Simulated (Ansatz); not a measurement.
Born–Oppenheimer molecular dynamics of CH5FO2Ti (10 atoms, charge 0, multiplicity 1). It starts at the highest image of a converged band, a first-order saddle point between two minima.

Computed with Ansatz, RKS PBE/def2-SVP.

```json
{
 "ensemble": "NVE (velocity Verlet)",
 "time step": "0.5 fs",
 "steps asked": "200",
 "starting velocities drawn for": "100 K",
 "seed": "3347"
}
```

First frame:

```xyz
10
Properties=species:S:1:pos:R:3
Ti -0.221 -0.513 -0.293
F 0.472 -2.133 -0.379
C 1.176 0.712 0.662
H 2.057 0.089 0.925
O -0.467 0.163 -1.933
O -1.716 -0.463 0.680
H 0.745 1.144 1.588
H 1.499 1.529 -0.014
H -1.242 0.582 -2.344
H -2.303 -1.110 1.107
```

**Question.** What does the run give?

**Answer.** The run went to its last step.

```json
{
  "steps done": "200",
  "time covered": "100 fs",
  "mean temperature over the second half": "88 K",
  "spread of the potential energy over the second half": "1.2 meV per atom",
  "mean potential energy of the second half above the start": "1.3 meV per atom"
}
```

The conserved energy stayed within 0.077 meV per atom of its start (net change 0.051 meV per atom), so the integration is sound. A run of 0.1 ps of so small a system gives no equilibrium averages. The orbitals stay closed-shell, which can raise the energy where a bond breaks towards radicals; this wasn't checked here.

**Question.** What happens to the structure?

**Answer.** The same pairs are bonded in the first frame and the last. Pairs count as bonded within 1.25 times the sum of covalent radii (0.12 Å more for H–H). This is one draw of velocities; another would differ in detail.

**Question.** How do temperature and energy run in time?

**Answer.** 
```csv
time (fs),T (K),potential energy less start (eV),conserved less start (meV/atom)
0,100,0.000,0.00
8,59,0.043,0.05
16,65,0.037,0.03
24,44,0.058,0.07
32,53,0.049,0.04
40,54,0.048,0.04
48,65,0.036,0.02
56,71,0.030,0.04
64,89,0.012,0.05
72,87,0.014,0.06
80,101,0.000,0.03
88,97,0.004,0.03
96,96,0.005,0.03
```

Time of the run: 6.1 min on 2 threads of Intel(R) Xeon(R) Platinum 8375C CPU @ 2.90GHz (Ice Lake), with other jobs on the host, peak memory 0.18 GiB.
